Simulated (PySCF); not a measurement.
dimethyl selenide cation (C₂H₆Se), SMILES C[Se]C (connectivity only; charge and spin as stated), charge +1, multiplicity 2.

The structure is a stationary point at PBE-D3(BJ)/def2-SVP. The spin state was assumed, not searched.

All values below come from PBE-D3(BJ)/def2-SVP run with PySCF 2.14.0.

Frequencies are harmonic and unscaled.

**Question.** Estimate the vibrational spectrum. (An estimate is asked for; the answer gives what the named calculation found.)

**Answer.** 
| mode | ν (cm⁻¹) | IR (km/mol) | moving atoms (share of kinetic energy) |
|---|---|---|---|
| 1 | 58 | 0.0 | H 98 % |
| 2 | 109 | 0.2 | H 91 % |
| 3 | 225 | 0.2 | C 53 %, H 33 %, Se 13 % |
| 4 | 587 | 0.1 | C 75 %, H 13 %, Se 12 % |
| 5 | 591 | 2.2 | C 70 %, Se 18 %, H 12 % |
| 6 | 764 | 5.0 | H 86 %, C 13 % |
| 7 | 799 | 0.0 | H 86 %, C 14 % |
| 8 | 832 | 2.4 | H 85 %, C 14 % |
| 9 | 956 | 14.6 | H 77 %, C 21 % |
| 10 | 1220 | 0.7 | H 88 %, C 12 % |
| 11 | 1240 | 21.8 | H 87 %, C 12 % |
| 12 | 1331 | 0.0 | H 95 % |
| 13 | 1331 | 4.4 | H 95 % |
| 14 | 1358 | 54.5 | H 96 % |
| 15 | 1359 | 19.4 | H 96 % |
| 16 | 2957 | 48.9 | H 98 % |
| 17 | 2964 | 21.2 | H 98 % |
| 18 | 3066 | 0.0 | H 90 %, C 10 % |
| 19 | 3067 | 33.7 | H 91 %, C 9 % |
| 20 | 3121 | 7.9 | H 90 %, C 10 % |
| 21 | 3123 | 31.8 | H 90 %, C 10 % |
